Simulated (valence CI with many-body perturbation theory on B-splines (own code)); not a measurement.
## From CI to CI+MBPT in Hg LXVII

Computed by relativistic CI+MBPT: four valence electrons over a frozen Dirac-Fock core [Ne], a basis of 11 s, 11 p, 9 d, 7 f, 5 g, 2 h, 1 i functions for each j, with the one-electron correlation potential Σ1 (screened to all orders), the two-electron term Σ2, the three-electron term Σ3, Breit, model QED; selected single and double excitations, second order for the rest (own B-spline code, finite nucleus).

The last digits are not significant, and no measured levels were compared; by estimate large intervals hold to a few tenths of a per cent, small ones and those within an open d or f shell to about a per cent.

Each rung adds one term. CI alone is the Dirac-Coulomb CI over the frozen core; QED comes last and gives the full result, which names the levels. Energies are above (3s^2 3p1/2^2) J=0 on the same rung, in Ry.

Levels are named by their leading jj configuration (3d3/2^4 stands for four electrons in 3d with j = 3/2), which in mixed levels can hold well under half, so a name can repeat and another be missing. Letters in brackets count levels of one name in rising energy.

| Level | CI alone | + Σ1 | + Σ2 | + Σ3 | + Breit | Full |
| --- | --- | --- | --- | --- | --- | --- |
| (3s^2 3p1/2 3p3/2) J=1 | 37.91 | 37.92 | 37.94 | 37.94 | 37.48 | 37.51 |
| (3s^2 3p1/2 3p3/2) J=2 | 38.70 | 38.72 | 38.73 | 38.73 | 38.22 | 38.26 |
| (3s 3p1/2^2 3p3/2) J=2 | 52.14 | 52.13 | 52.14 | 52.14 | 52.04 | 51.64 |
| (3s 3p1/2^2 3p3/2) J=1 | 54.30 | 54.30 | 54.29 | 54.29 | 54.13 | 53.80 |
| (3s^2 3p1/2 3d3/2) J=2 | 56.03 | 56.02 | 56.02 | 56.01 | 55.43 | 55.37 |
| (3s^2 3p1/2 3d3/2) J=1 | 59.71 | 59.70 | 59.65 | 59.63 | 59.19 | 59.06 |
| (3s^2 3p1/2 3d5/2) J=2 | 66.37 | 66.38 | 66.35 | 66.34 | 65.61 | 65.57 |
| (3s^2 3p1/2 3d5/2) J=3 | 66.56 | 66.57 | 66.55 | 66.54 | 65.72 | 65.69 |
| (3s 3p1/2^2 3d3/2) J=1 | 70.52 | 70.49 | 70.47 | 70.47 | 70.35 | 69.85 |
| (3s 3p1/2^2 3d3/2) J=2 | 71.16 | 71.14 | 71.12 | 71.12 | 70.96 | 70.46 |
| (3s^2 3p3/2^2) J=2 | 77.17 | 77.20 | 77.22 | 77.22 | 76.30 | 76.36 |
| (3s^2 3p3/2^2) J=0 | 78.77 | 78.80 | 78.82 | 78.82 | 77.94 | 78.01 |
| (3s 3p1/2^2 3d5/2) J=3 | 80.57 | 80.56 | 80.53 | 80.52 | 80.13 | 79.65 |
| (3s 3p1/2^2 3d5/2) J=2 | 81.68 | 81.67 | 81.64 | 81.63 | 81.26 | 80.78 |
| (3s 3p1/2 3p3/2^2) J=2 [a] | 89.21 | 89.22 | 89.24 | 89.25 | 88.70 | 88.34 |
| (3s 3p1/2 3p3/2^2) J=3 | 90.85 | 90.86 | 90.88 | 90.89 | 90.24 | 89.89 |
| (3s 3p1/2 3p3/2^2) J=0 | 91.60 | 91.61 | 91.63 | 91.64 | 91.09 | 90.77 |
| (3s 3p1/2 3p3/2^2) J=2 [b] | 92.88 | 92.90 | 92.90 | 92.90 | 92.20 | 91.93 |
| (3s 3p1/2 3p3/2^2) J=1 [a] | 92.92 | 92.93 | 92.94 | 92.94 | 92.32 | 92.01 |
| (3s 3p1/2 3p3/2^2) J=1 [b] | 93.87 | 93.88 | 93.86 | 93.86 | 93.33 | 92.96 |
| (3s^2 3p3/2 3d3/2) J=3 | 97.00 | 97.01 | 96.99 | 96.98 | 95.94 | 95.91 |
| (3s^2 3p3/2 3d3/2) J=2 | 97.46 | 97.47 | 97.43 | 97.42 | 96.55 | 96.40 |
| (3s^2 3p3/2 3d3/2) J=1 | 97.44 | 97.45 | 97.42 | 97.41 | 96.50 | 96.41 |
| (3s^2 3p3/2 3d3/2) J=0 | 97.47 | 97.49 | 97.46 | 97.45 | 96.57 | 96.49 |
| (3s^2 3p3/2 3d5/2) J=4 | 103.77 | 103.80 | 103.81 | 103.80 | 102.54 | 102.54 |
| (3s^2 3p3/2 3d5/2) J=2 | 104.58 | 104.61 | 104.60 | 104.59 | 103.39 | 103.38 |
| (3s 3p1/2 3p3/2 3d3/2) J=2 [a] | 106.06 | 106.05 | 106.06 | 106.07 | 105.56 | 105.03 |
| (3s^2 3p3/2 3d5/2) J=3 | 106.37 | 106.40 | 106.37 | 106.36 | 105.13 | 105.12 |
| (3s 3p1/2 3p3/2 3d3/2) J=0 [a] | 106.53 | 106.52 | 106.54 | 106.54 | 106.02 | 105.54 |
| (3s 3p1/2 3p3/2 3d3/2) J=1 [a] | 106.79 | 106.79 | 106.80 | 106.80 | 106.21 | 105.75 |
| (3s^2 3p3/2 3d5/2) J=1 | 107.16 | 107.19 | 107.17 | 107.15 | 106.00 | 105.99 |

Q: How does the ionisation energy move along the ladder, and which term matters most?

A: CI alone 8020.2, + Σ1 8021.4, + Σ2 8021.6, + Σ3 8021.4, + Breit 8007.8, + QED 8007.3 eV. The largest step is Breit, -13.6 eV. NIST lists 8010 ± 40 eV (theoretical).
